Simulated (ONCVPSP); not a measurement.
**u(r) = r·R(r): atom against pseudo-atom (scandium (Sc))**

Columns: radius, all-electron u(r) and pseudo u(r) of the 3s shell (level -55.04 eV) of scandium in the configuration [Ne] 3s2 3p6 3d1 4s2; PBE, scalar-relativistic, ONCV scheme, ONCVPSP 4.0.1.

```tsv
r (bohr)	all-electron	pseudo
0.098	-0.0144	0.1518
0.195	-0.5163	0.3000
0.292	-0.4821	0.4434
0.390	-0.1415	0.5800
0.488	0.2638	0.7038
0.585	0.6076	0.8087
0.682	0.8546	0.8913
0.780	1.0040	0.9484
0.878	1.0687	0.9768
0.975	1.0696	0.9768
1.072	1.0275	0.9509
1.170	0.9575	0.9028
1.268	0.8727	0.8380
1.365	0.7829	0.7632
1.463	0.6924	0.6827
1.560	0.6069	0.6028
1.658	0.5268	0.5254
1.755	0.4547	0.4544
1.852	0.3904	0.3904
1.950	0.3331	0.3331
2.047	0.2835	0.2835
2.145	0.2402	0.2401
2.242	0.2032	0.2032
2.340	0.1712	0.1712
2.438	0.1440	0.1440
2.535	0.1211	0.1211
```

(1) How many radial nodes do the two functions have?

(2) At about which radius was the pseudo-wave matched?

(3) Where does each function peak?

(4) Is the pseudo-wave norm-conserving?

Answers

(1) The all-electron 3s function has n − l − 1 = 2 (the table is too coarse to show those close to the nucleus); the pseudo-wave has 0, since the states of the same l below it are removed with the core.

(2) 1.95 bohr. The columns agree to 0.0005 from 1.75 bohr on; several derivatives are matched, so the curves merge somewhat inside the radius.

(3) Outermost all-electron maximum near 0.97 bohr, pseudo maximum near 0.88 bohr (to the table’s step).

(4) Yes: the ONCV scheme keeps the norm inside the radius equal to the all-electron one, which fixes the energy derivative of the logarithmic derivative at the level.
